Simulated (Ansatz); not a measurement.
Consider the cleavage of the Al–Al bond: `C[BH][AlH][AlH2]` + `N[SiH2]F` → `F[SiH2][NH][AlH2]` + `C[BH][AlH2]`.

Gas-phase electronic energies from Ansatz, PBE0-D4/def2-TZVP geometries. CBS: MP2 limit from def2 TZ/QZ plus the TZ coupled-cluster correction, frozen cores. Functionals use def2-TZVPP. B3LYP here is the variant with VWN-RPA as its local correlation; programs differ in this. HSE06 is defined as in plane-wave codes. Each species was taken in one conformer, which may not be the lowest.

```
             level  ΔE (kJ/mol)  difference from CCSD(T)/CBS
       LDA (SPW92)        -79.1                         19.4
            PBE-D4        -76.8                         21.7
         revPBE-D4        -79.9                         18.6
           BLYP-D4        -97.2                          1.3
         r2SCAN-D4        -94.0                          4.5
            B97M-V       -106.0                         -7.5
           PBE0-D4        -81.6                         16.9
        r2SCANh-D4        -94.4                          4.1
        r2SCAN0-D4        -94.9                          3.6
          HSE06-D4        -81.1                         17.4
          BHLYP-D4       -104.1                         -5.6
      CAM-B3LYP-D4       -104.8                         -6.3
           ωB97X-V        -98.0                          0.5
           ωB97M-V       -107.5                         -9.0
            B2PLYP       -101.9                         -3.4
          PBE-QIDH        -93.5                          5.0
               PBE        -74.4                         24.1
            revPBE        -72.4                         26.1
              BLYP        -91.5                          7.0
              PBE0        -79.7                         18.8
             B3LYP        -95.0                          3.5
           r2SCANh        -94.0                          4.5
             HSE06        -79.3                         19.2
             BHLYP       -101.3                         -2.8
         CAM-B3LYP       -102.9                         -4.4
           LC-ωPBE        -91.8                          6.7
RPA@PBE/def2-TZVPP        -99.2                         -0.7
     CCSD/def2-SVP       -106.2                         -7.7
  CCSD(T)/def2-SVP       -106.2                         -7.7
     HF/def2-TZVPP       -104.4                         -5.9
    MP2/def2-TZVPP       -110.1                        -11.6
SCS-MP2/def2-TZVPP       -109.5                        -11.0
   CCSD/def2-TZVPP        -98.3                          0.2
CCSD(T)/def2-TZVPP        -98.0                          0.5
     HF/def2-QZVPP       -106.0                         -7.5
    MP2/def2-QZVPP       -110.9                        -12.4
SCS-MP2/def2-QZVPP       -110.2                        -11.7
      HF/CBS(def2)       -106.2                         -7.7
     MP2/CBS(def2)       -110.6                        -12.1
    CCSD/CBS(def2)        -98.8                         -0.3
       CCSD(T)/CBS        -98.5                            0
```

Largest T1 diagnostic among the species: 0.013.

Leaving LDA and LC-ωPBE aside and taking each functional with its dispersion term where it has one, the values spread over 30.7 kJ/mol, from ωB97M-V to PBE-D4. LDA lies −4.7 kJ/mol from PBE without D4. At CCSD(T), def2-SVP lies −7.7 kJ/mol from the extrapolated value and def2-TZVPP +0.5 kJ/mol. From BLYP to BHLYP (50 % exact exchange), in def2-TZVPP and without D4, ΔE moves by −9.8 kJ/mol.
